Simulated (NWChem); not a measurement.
Ionisation of C$_{3}$H$_{7}$Si

```xyz
11

C      1.2906     0.1070     0.0000
C      0.4484    -0.1808     1.2101
Si    -0.9918     0.1155     0.0000
C      0.4484    -0.1808    -1.2101
H      2.2040     0.7101     0.0000
H      0.6037     0.4634     2.0884
H      0.4956    -1.2369     1.5453
H     -2.1892    -0.7892     0.0000
H     -1.4516     1.5366     0.0000
H      0.4956    -1.2369    -1.5453
H      0.6037     0.4634    -2.0884
```
Charge 0, spin multiplicity 2.

The numbers come from NWChem runs, not from measurements. All single points use one geometry, from UPBE0/def2-SVP, a minimum by its harmonic frequencies. It is one conformer; others weren't searched.

Basis set: def2-TZVP. The species with one electron less has spin multiplicity 1 and keeps the geometry of the parent. Δ marks differences of total energies (open shells unrestricted). −ε marks an orbital energy of the parent. That orbital need not have the symmetry of the hole or added electron in the Δ rows. That singlet is a closed-shell solution.

B3LYP has NWChem's definition, with VWN1-RPA local correlation. The structure started from a generated list of species. The unpaired electrons of the parent sit in orbitals of symmetry a' (Cs labels of the run); other states weren't searched. No SCF solution was tested for a lower state.

Task: Order these methods by the first vertical ionisation energy they give, lowest first: −ε(alpha HOMO) of B3LYP, −ε(alpha HOMO) of PBE, −ε(alpha HOMO) of BLYP, −ε(alpha HOMO) of BP86, ΔB3LYP, ΔBLYP.

Result: −ε(alpha HOMO) of BLYP (3.89 eV), −ε(alpha HOMO) of PBE (4.06 eV), −ε(alpha HOMO) of BP86 (4.15 eV), −ε(alpha HOMO) of B3LYP (5.03 eV), ΔBLYP (7.04 eV), ΔB3LYP (7.30 eV)
